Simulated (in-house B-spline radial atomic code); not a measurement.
## Ionising Ta V (Ta4+) with different functionals

Computed with a B-spline radial code for spherical atoms: scalar-relativistic (spin-free X2C) Hamiltonian, Fermi nucleus of rms radius 5.3507 fm, spin-polarised at highest spin, spherical fractional occupations for the functionals, and exact exchange of hybrids averaged over the configuration. The ionisation energy is the difference of two self-consistent energies, [Xe] 4f14 5d1 → [Xe] 4f14, without Breit or QED terms; ε is the level of the shell that loses the electron (its least bound occupied spin orbital). There is no spin-orbit coupling in this Hamiltonian.

```json
{"method": "PBE0", "rung": "global hybrid", "ΔSCF (eV)": "47.73", "-ε(5d) (eV)": "43.17"}
{"method": "B3LYP", "rung": "global hybrid", "ΔSCF (eV)": "47.90", "-ε(5d) (eV)": "42.94"}
{"method": "TPSSh", "rung": "global hybrid", "ΔSCF (eV)": "47.58", "-ε(5d) (eV)": "42.04"}
{"method": "M06-2X", "rung": "global hybrid", "ΔSCF (eV)": "47.89", "-ε(5d) (eV)": "45.14"}
{"method": "BHandHLYP", "rung": "global hybrid", "ΔSCF (eV)": "47.74", "-ε(5d) (eV)": "44.73"}
{"method": "r2SCAN0", "rung": "global hybrid", "ΔSCF (eV)": "47.45", "-ε(5d) (eV)": "43.03"}
{"method": "B97-1", "rung": "global hybrid", "ΔSCF (eV)": "47.59", "-ε(5d) (eV)": "42.70"}
{"method": "HSE06", "rung": "range-separated hybrid", "ΔSCF (eV)": "47.71", "-ε(5d) (eV)": "42.73"}
{"method": "wB97X", "rung": "range-separated hybrid", "ΔSCF (eV)": "47.26", "-ε(5d) (eV)": "45.37"}
{"method": "CAM-B3LYP", "rung": "range-separated hybrid", "ΔSCF (eV)": "47.92", "-ε(5d) (eV)": "44.77"}
{"method": "LC-wPBE", "rung": "range-separated hybrid", "ΔSCF (eV)": "47.75", "-ε(5d) (eV)": "46.14"}
```

(1) Among the functionals, which spreads more, the ΔSCF values or the orbital energies?

(2) How do they compare with the NIST value?

Results:

(1) The orbital energies: ΔSCF values span about 0.66 eV and the orbital energies 4.10 eV; here energy differences depend much less on the functional than eigenvalues do.

(2) NIST lists 48.27 eV ± 0.025 (semi-empirical, ground level to ground level). Errors run from -1.01 to -0.36 eV; CAM-B3LYP is closest (-0.36 eV), though others lie within the uncertainty of it, and part of that can be cancellation, since the calculations leave out spin-orbit coupling, Breit-QED terms, multiplet and fine-structure energies.
